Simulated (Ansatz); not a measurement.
CH₃S (SMILES C[S]), doublet, geometry from GFN2-xTB; CCSD(T)/6-31G* (Ansatz, a program for electronic structure).

The Ansatz input:
Ansatz 0.2 input:
```yaml
crystal:
  periodic: [false, false, false]
  atoms:
    - {symbol: C, position_ang: [-1.10429770, -0.03302885, -0.00267183]}
    - {symbol: S, position_ang: [0.68716345, 0.02055263, 0.00166258]}
    - {symbol: H, position_ang: [-1.43620067, -0.64745027, -0.83576429]}
    - {symbol: H, position_ang: [-1.44603175, -0.46206884, 0.93586897]}
    - {symbol: H, position_ang: [-1.48659665, 0.97885016, -0.11067499]}
basis:
  gaussian:
    orbitals: 6-31G*
magnetization: {spin_polarized: true, initial_magnetization: 1}
correlation: {method: ccsd_t, electrons: outside_noble_gas}
accuracy: high
```

What does Ansatz print? Leave out banner, timings and long lists.


```
Functional definition: HF
825 factors; integrals over basis functions are off by at most 3.4e-9 eV
mean field evaluation 1: about -11893.1697 eV, gradient 1.0e1 eV
mean field evaluation 2: about -11893.1713 eV, gradient 1.0e1 eV
mean field evaluation 4: about -11894.1085 eV, gradient 8.7e-1 eV
mean field evaluation 8: about -11894.1202 eV, gradient 1.4e-3 eV
mean field evaluation 16: about -11894.1181 eV, gradient 5.4e-1 eV
mean field evaluation 32: about -11894.1040 eV, gradient 1.5e0 eV
mean field evaluation 64: about -11894.1202 eV, gradient 4.2e-6 eV
mean field evaluation 96: about -11894.1202 eV, gradient 1.3e-8 eV
mean field evaluation 128: about -11894.1189 eV, gradient 3.3e-1 eV
mean field evaluation 160: about -11894.1071 eV, gradient 9.5e-1 eV
mean field -11894.12024337 eV, -437.1008568196 hartree, gradient 2.5e-8 eV, S^2 0.758297; 8 other end points of the search recorded, 0 dependent functions left out
6 core orbitals not correlated
reference -11894.12024337 eV, -437.1008568196 hartree; 7, 6 occupied and 27, 28 virtual orbitals, 825 factors
second order -6.24009662 eV of doubles, -0.00000000 eV of singles
cycle   1  -6.84083540 eV  change   -6.0e-1 eV  update   5.9e-2
cycle   2  -7.07281485 eV  change   -2.3e-1 eV  update   1.9e-2
cycle   3  -7.10396354 eV  change   -3.1e-2 eV  update   6.6e-3
cycle   4  -7.10444776 eV  change   -4.8e-4 eV  update   2.3e-3
cycle   5  -7.10410378 eV  change    3.4e-4 eV  update   8.4e-4
cycle   6  -7.10401740 eV  change    8.6e-5 eV  update   2.4e-4
cycle   7  -7.10400856 eV  change    8.8e-6 eV  update   8.2e-5
cycle   8  -7.10400118 eV  change    7.4e-6 eV  update   2.2e-5
cycle   9  -7.10399871 eV  change    2.5e-6 eV  update   7.0e-6
cycle  10  -7.10399967 eV  change   -9.6e-7 eV  update   2.4e-6
cycle  11  -7.10399973 eV  change   -6.1e-8 eV  update   9.0e-7
cycle  12  -7.10399960 eV  change    1.3e-7 eV  update   3.1e-7
cycle  13  -7.10399942 eV  change    1.8e-7 eV  update   1.3e-7
cycle  14  -7.10399936 eV  change    5.9e-8 eV  update   5.9e-8
cycle  15  -7.10399936 eV  change    3.9e-9 eV  update   2.9e-8
cycle  16  -7.10399936 eV  change   -2.6e-9 eV  update   1.8e-8
cycle  17  -7.10399922 eV  change    1.4e-7 eV  update   7.3e-8
cycle  18  -7.10399922 eV  change   -1.8e-9 eV  update   2.0e-8
cycle  19  -7.10399922 eV  change    2.4e-9 eV  update   4.7e-9
cycle  20  -7.10399922 eV  change   -2.4e-9 eV  update   1.4e-9
cycle  21  -7.10399922 eV  change   1.2e-10 eV  update  4.0e-10
perturbative correction -0.17819130 eV, -0.0065484094 hartree
Total energy: -11901.40243389 eV, -437.3684723850 hartree
```
